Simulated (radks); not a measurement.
Values are calculated unless marked as measured or tabulated.
Species: Hg IV. Configuration: [Xe] 4f14 5d9 (the NIST ground configuration).

Code: a radial shooting solver on a logarithmic mesh with Libxc functionals. Model: scalar-relativistic Kohn-Sham, PBE, spin-polarised, spherical densities, finite nucleus; open shells are filled with parallel spins first (spin-orbit coupling, left out, can overturn this in heavy ions); Fermi nuclear charge, rms radius 5.4648 fm.

Energy parts (eV):
total: -533767.29
kinetic: 598818.97
electron-nucleus: -1326799.05
Hartree: 204259.52
exchange-correlation: -10046.72

Orbitals (lengths in bohr, moments of r in powers of bohr):
\begin{tabular}{lrrrr}
orbital & occ. & eigenvalue (eV) & <r^4> & <1/r> \\ \hline
1s down & 1 & -83170.39 & 3.995e-07 & 97.53 \\
1s up & 1 & -83170.39 & 3.995e-07 & 97.53 \\
2s up & 1 & -14770.08 & 0.00005825 & 22.88 \\
2s down & 1 & -14769.99 & 0.00005825 & 22.88 \\
2p up & 3 & -12745.90 & 0.00004760 & 20.28 \\
2p down & 3 & -12745.83 & 0.00004760 & 20.28 \\
3s up & 1 & -3531.368 & 0.002100 & 8.484 \\
3s down & 1 & -3531.335 & 0.002100 & 8.484 \\
3p up & 3 & -2946.199 & 0.002319 & 7.721 \\
3p down & 3 & -2946.162 & 0.002319 & 7.721 \\
3d up & 5 & -2329.324 & 0.001782 & 7.260 \\
3d down & 5 & -2329.261 & 0.001782 & 7.260 \\
4s up & 1 & -803.3233 & 0.04666 & 3.642 \\
4s down & 1 & -803.2399 & 0.04666 & 3.642 \\
4p up & 3 & -611.3764 & 0.06248 & 3.285 \\
4p down & 3 & -611.2993 & 0.06246 & 3.285 \\
4d up & 5 & -383.2708 & 0.08566 & 2.947 \\
4d down & 5 & -383.1815 & 0.08559 & 2.947 \\
5s up & 1 & -152.5945 & 1.194 & 1.506 \\
5s down & 1 & -152.0499 & 1.189 & 1.508 \\
4f up & 7 & -130.4055 & 0.1592 & 2.534 \\
4f down & 7 & -130.2831 & 0.1583 & 2.535 \\
5p up & 3 & -100.8711 & 2.171 & 1.284 \\
5p down & 3 & -100.2086 & 2.165 & 1.286 \\
5d up & 5 & -42.8268 & 8.214 & 0.9407 \\
5d down & 4 & -42.1044 & 8.351 & 0.9397 \\
\end{tabular}

The highest occupied level is 5d down at -42.104 eV. For comparison, the ionisation energy in NIST's Atomic Spectra Database is 48.6 eV (measured). In exact Kohn-Sham theory the highest level is minus the ionisation energy, but local and semilocal functionals leave it too shallow, through self-interaction and a potential that decays too fast; potentials with the right tail come closer. Summed over all electrons, <r^2> = 37.54 bohr^2, which gives a Langevin (diamagnetic) susceptibility term of -29.7 x 10^-6 cm^3/mol.
